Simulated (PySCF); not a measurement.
C₃H₁₀O₅Si₂, SMILES C(=C\[Si](O)(O)O)/[Si](C)(O)O, GFN2-xTB optimised geometry.

```
20

Si    -2.53    -0.36     0.00
O     -2.97     1.20     0.00
O     -3.21    -1.04    -1.32
O     -3.12    -1.21     1.27
C     -0.65    -0.36     0.00
C      0.12    -1.18     0.72
Si     2.00    -1.17     0.73
C      2.71    -1.46    -1.02
O      2.45    -2.33     1.77
O      2.61     0.22     1.35
H     -3.78     1.46    -0.42
H     -3.24    -1.99    -1.37
H     -2.87    -0.96     2.15
H     -0.16     0.37    -0.64
H     -0.37    -1.91     1.35
H      3.78    -1.31    -1.04
H      2.26    -0.78    -1.74
H      2.51    -2.47    -1.36
H      3.27    -2.24     2.25
H      2.40     1.06     0.95
```

Density from PBE0/def2-SVP (PySCF) at that geometry.

Minimum of the electron density along straight lines between bonded atoms, close to the bond critical point (lines longer than 1.1 times the sum of covalent radii, or with two minima, are not listed):

| bond | length / Å | ρ at the minimum / e bohr⁻³ | ∇²ρ there / e bohr⁻⁵ | position (fraction from the first atom) |
|---|---|---|---|---|
| Si1–O2 | 1.627 | 0.131 | 1.09 | 0.41 |
| Si1–O3 | 1.630 | 0.130 | 1.07 | 0.41 |
| Si1–O4 | 1.636 | 0.128 | 1.04 | 0.41 |
| Si1–C5 | 1.881 | 0.117 | 0.34 | 0.38 |
| C5–C6 | 1.332 | 0.337 | -0.88 | 0.50 |
| C6–Si7 | 1.884 | 0.116 | 0.35 | 0.62 |
| Si7–C8 | 1.904 | 0.112 | 0.30 | 0.38 |
| Si7–O9 | 1.627 | 0.130 | 1.09 | 0.41 |
| Si7–O10 | 1.643 | 0.125 | 1.01 | 0.41 |
| O2–H11 | 0.954 | 0.355 | -2.47 | 0.82 |
| O3–H12 | 0.953 | 0.357 | -2.49 | 0.82 |
| O4–H13 | 0.952 | 0.358 | -2.50 | 0.82 |
| C5–H14 | 1.083 | 0.278 | -1.02 | 0.62 |
| C6–H15 | 1.083 | 0.279 | -1.04 | 0.63 |
| C8–H16 | 1.087 | 0.270 | -0.96 | 0.62 |
| C8–H17 | 1.086 | 0.271 | -0.96 | 0.62 |
| C8–H18 | 1.085 | 0.272 | -0.97 | 0.62 |
| O9–H19 | 0.953 | 0.356 | -2.47 | 0.82 |
| O10–H20 | 0.952 | 0.358 | -2.46 | 0.82 |
